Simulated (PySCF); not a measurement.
Highest harmonic wavenumber (cm⁻¹) of eight halogen compounds: PBE-D3(BJ) beside PBE0-D3(BJ), computed with PySCF for isolated molecules in the bases named; differences from unrounded values. The eight are the first of their class met in an unordered collection, after screening for sound electronic states; none was chosen by its value. Each level has its own optimised geometry.

```tsv
molecule	basis	PBE0-D3(BJ)
C2HF3O2, SMILES O=C(O)C(F)(F)F	def2-SVP	3803
C5H5F, SMILES C=C=CC(=C)F	def2-SVP	3315
CH3ClOSe, SMILES CO[Se]Cl	def2-SVP	3167
C5H5Cl, SMILES C#C/C(C)=C/Cl	def2-SVP	3489
5,5-difluorocyclopenta-1,3-diene (C5H4F2), SMILES FC1(F)C=CC=C1	def2-SVP	3275
C₅H₅Cl, SMILES C=CC=C=CCl	def2-SVP	3274
C4H4Cl2, SMILES C(/Cl)=C/C=C\Cl	def2-SVP	3247
(1R)-1-chloro-1,2,2-trifluoroethane (C2H2ClF3), SMILES C(F)([C@@H](Cl)F)F	def2-SVP	3128
```

Question: Estimate the PBE-D3(BJ) values and say how PBE-D3(BJ) differs from PBE0-D3(BJ) over the set. (An estimate is asked for; the answer gives what the named calculation found.)

Answer: 
```tsv
molecule	PBE-D3(BJ)	difference
C2HF3O2, SMILES O=C(O)C(F)(F)F	3620	-182
C5H5F, SMILES C=C=CC(=C)F	3223	-92
CH3ClOSe, SMILES CO[Se]Cl	3067	-100
C5H5Cl, SMILES C#C/C(C)=C/Cl	3407	-82
5,5-difluorocyclopenta-1,3-diene (C5H4F2), SMILES FC1(F)C=CC=C1	3186	-89
C₅H₅Cl, SMILES C=CC=C=CCl	3182	-93
C4H4Cl2, SMILES C(/Cl)=C/C=C\Cl	3152	-95
(1R)-1-chloro-1,2,2-trifluoroethane (C2H2ClF3), SMILES C(F)([C@@H](Cl)F)F	3018	-111
```
PBE-D3(BJ) lies below PBE0-D3(BJ) in 8 and above it in 0 of the eight; the mean signed difference is -106 and the largest -182 cm⁻¹.
